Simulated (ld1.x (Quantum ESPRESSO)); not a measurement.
## How hard is this ytterbium TM potential?

```
Element                 : Yb (Z = 70)
Generator               : ld1.x (Quantum ESPRESSO) 7.5
Type                    : norm-conserving Troullier–Martins (Kleinman–Bylander form)
Functional              : LDA (PZ)
Relativity              : scalar-relativistic
Frozen core             : [Kr] 4d10 5s2
Valence charge          : 22
Reference configuration : 4f14 5p6 5d1 6s1 6p0
Partial waves           : 6s (bound): rc 2.70 bohr; 5p (bound): rc 1.36 bohr; 4f (bound): rc 1.30 bohr; 5d (bound): rc 2.90 bohr
Local potential         : the d channel
Core correction         : none
```

The pseudo-atom Hamiltonian at the reference potential is diagonalised in spherical Bessel functions j_l(qr) that vanish at 20 bohr, with q² up to the cutoff. All-electron valence levels (Ry): 6s -0.3026, 5p -2.0013, 6p -0.0962, 4f -0.2143, 5d -0.0603.

How do the lowest levels (Ry) of each channel move with the cutoff, and are there ghosts?

```csv
cutoff (Ry),s #1,s #2,p #1,p #2,f #1,f #2,d #1,Σ f·Δε (mRy)
8,-1.0831,-0.3008,-1.7720,-0.0831,0.0793,0.1942,-0.0314,5515.1
15,-1.4302,-0.3024,-1.9365,-0.0941,0.0793,0.1942,-0.0576,4500.3
25,-1.4368,-0.3026,-1.9509,-0.0945,0.0793,0.1942,-0.0602,4410.9
35,-1.4373,-0.3026,-1.9841,-0.0956,0.0793,0.1942,-0.0602,4211.9
50,-1.4374,-0.3026,-1.9982,-0.0960,0.0793,0.1942,-0.0602,4127.1
70,-1.4374,-0.3026,-1.9989,-0.0960,0.0793,0.1942,-0.0602,4122.7
100,-1.4374,-0.3026,-2.0011,-0.0961,0.0792,0.1941,-0.0602,4109.5
140,-1.4374,-0.3026,-2.0012,-0.0961,0.0792,0.1931,-0.0602,4108.2
180,-1.4374,-0.3026,-2.0013,-0.0961,-0.1305,0.0793,-0.0602,1171.4
260,-1.4374,-0.3026,-2.0013,-0.0961,-0.2136,0.0793,-0.0602,8.4
400,-1.4374,-0.3026,-2.0013,-0.0961,-0.2142,0.0793,-0.0602,0.0
```

Result: ghost state, extra bound levels that the all-electron valence spectrum of the same l lacks: s at -19.6 eV (a true bound ghost makes a file unfit for plane-wave use); 10 mRy is reached at 260 Ry and 1 mRy at over 300 Ry.

3 of 9 tests not solved or not reliable.
